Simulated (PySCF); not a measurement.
Two species compared at the same levels of theory.

First species: C₅H₁₂O₂Si₂.
SMILES: `CC[Si@H]1[SiH2]OC=C1OC`

Second species: C3H7FSi.
SMILES: `F[C@@H]1C[C@@H]1[SiH3]`

Levels: PBE0/pcSseg-1 for dipole moment, HOMO energy, LUMO energy and HOMO–LUMO gap; GFN2-xTB for rotational constant A and rotational constant C. Geometries: GFN2-xTB. All species are isolated and taken at one optimised geometry, non-relativistic unless stated; the electronic structure was computed with PySCF and density fitting.

The conformers computed, where there is a choice (atom-mapped SMILES and torsion angles):
- `[CH3:1][CH2:2][Si@H:3]1[SiH2:4][O:5][CH:6]=[C:7]1[O:8][CH3:9]`: C1–C2–Si3–Si4 84°, C6–C7–O8–C9 -1°

Values for the first species:

| Item | Value |
| --- | --- |
| Dipole moment | 0.98 D |
| HOMO energy | -5.91 eV |
| LUMO energy | -0.25 eV |
| HOMO–LUMO gap | 5.66 eV |
| Rotational constant A | 1.337 GHz |
| Rotational constant C | 0.592 GHz |

(1) Estimate the same properties for the second species, and the change in each.

Results:

(1) 
```json
{"property": "dipole moment", "first": "0.98 D", "second": "1.79 D", "second less first": "+0.81 D"}
{"property": "HOMO energy", "first": "-5.91 eV", "second": "-8.13 eV", "second less first": "-2.22 eV"}
{"property": "LUMO energy", "first": "-0.25 eV", "second": "0.94 eV", "second less first": "+1.19 eV"}
{"property": "HOMO–LUMO gap", "first": "5.66 eV", "second": "9.07 eV", "second less first": "+3.41 eV"}
{"property": "rotational constant A", "first": "1.337 GHz", "second": "6.407 GHz", "second less first": "+5.070 GHz"}
{"property": "rotational constant C", "first": "0.592 GHz", "second": "2.314 GHz", "second less first": "+1.722 GHz"}
```

On the first: In atomic units the dipole is 0.39 e·bohr (1 au = 2.5417 D).

On the second: A dipole of 1.79 D is allowed in C1, and pure rotational transitions are dipole-allowed. The dipole equals about 6.0 × 10⁻³⁰ C·m (1 D = 3.33564 × 10⁻³⁰ C·m).
